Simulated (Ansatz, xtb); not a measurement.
Two structures of BGeH4InO

We compare I, a singlet given by its coordinates, with II, a singlet given by its coordinates. Both are isolated molecules in the gas phase, relaxed with PBE0-D3(BJ)/def2-SVP.

I (Å):

```yaml
atoms:
  - { symbol: B, position_ang: [0.4818, 0.0923, 1.1106] }
  - { symbol: Ge, position_ang: [1.1345, -2.1952, -0.7442] }
  - { symbol: In, position_ang: [1.2988, 0.4006, -2.2759] }
  - { symbol: O, position_ang: [0.8201, -0.3394, -0.1134] }
  - { symbol: H, position_ang: [0.3361, 1.2879, 1.2855] }
  - { symbol: H, position_ang: [0.3269, -0.7027, 2.0179] }
  - { symbol: H, position_ang: [2.4394, -1.5753, -1.5467] }
  - { symbol: H, position_ang: [0.2797, -1.7560, -2.0890] }
```

Close contacts (Å): B1–O4 1.34, Ge2–In3 3.02, Ge2–O4 1.99, In3–O4 2.34, B1–H5 1.22, B1–H6 1.22, Ge2–H7 1.65, Ge2–H8 1.65, In3–H7 2.40, In3–H8 2.39.

II (Å):

```csv
atom,x (Å),y (Å),z (Å)
B,-0.2305,1.4995,-0.4727
Ge,-2.0088,1.3501,0.9940
In,-1.4167,-0.8253,-1.3151
O,-1.6241,1.4241,-0.8854
H,0.3968,2.5134,-0.7039
H,-0.2576,1.5092,0.9210
H,-1.8113,-0.3133,0.9461
H,0.4226,0.4405,-0.6684
```

Close contacts (Å): B1–Ge2 2.31, B1–In3 2.74, B1–O4 1.46, Ge2–In3 3.23, Ge2–O4 1.92, In3–O4 2.30, B1–H5 1.21, B1–H6 1.39, B1–H8 1.26, Ge2–H6 1.76, Ge2–H7 1.68, In3–H7 2.35, In3–H8 2.32.

Energies in hartree; the thermal terms are from PBE0-D3(BJ)/def2-SVP harmonic frequencies (ideal gas, rigid rotor, one conformer each, 1000 K, 1 atm) and include the zero-point energy:

```
                               I            II
E, CCSD(T)/def2-SVP  −2366.797734  −2366.787100
    E, MP2/def2-SVP  −2366.742877  −2366.734152
  E, MP2/def2-TZVPP  −2367.431113  −2367.429486
  zero-point energy      0.039433      0.041009
      H(1000 K) − E      0.082662      0.082414
      G(1000 K) − E     −0.112530     −0.102037
```

Problem. Correct the CCSD(T) difference for the basis set by the MP2 change, then work out ΔE, ΔE₀, ΔH and ΔG for I → II in kcal/mol (1 Eh = 627.51 kcal/mol) and the equilibrium ratio [II]/[I].

Solution. 1. Differences II − I: CCSD(T) +0.010634, MP2 in the small set +0.008725, MP2 in the large set +0.001627 Eh.
2. ΔE = +0.010634 + (+0.001627 − (+0.008725)) = +0.003536 Eh = +2.22 kcal/mol.
3. ΔE₀ = ΔE + ΔZPE = +0.003536 + (+0.001576) Eh = +3.21 kcal/mol.
4. ΔH = ΔE + (−0.000248) Eh = +2.06 kcal/mol.
5. ΔG = ΔE + (+0.010493) Eh = +8.80 kcal/mol, so ΔS = (ΔH − ΔG)/T = −28.2 J/(mol K).
6. kT = 3.1668 mEh, so K = [II]/[I] = exp(−ΔG/kT) = exp(−4.43) ≈ 0.012.

Structure I is favoured at this temperature. An error of 1 kcal/mol in ΔG would change K by a factor of 1.7. The basis-set step is large, which makes the value less sure. Mirror images and further conformers aren't counted.

Other levels gave ΔE = +2.2 (PBE0-D3(BJ)/def2-SVP); +18.0 (HF/def2-SVP); +5.5 (MP2/def2-SVP); +6.7 (CCSD(T)/def2-SVP) kcal/mol. The correlated steps freeze 15 core orbitals; the filled d shell of Ge and In is correlated, in a basis made for valence electrons. Atoms past krypton carry core potentials in the def2 sets, without spin–orbit terms. Programs: Ansatz 0.2.0.
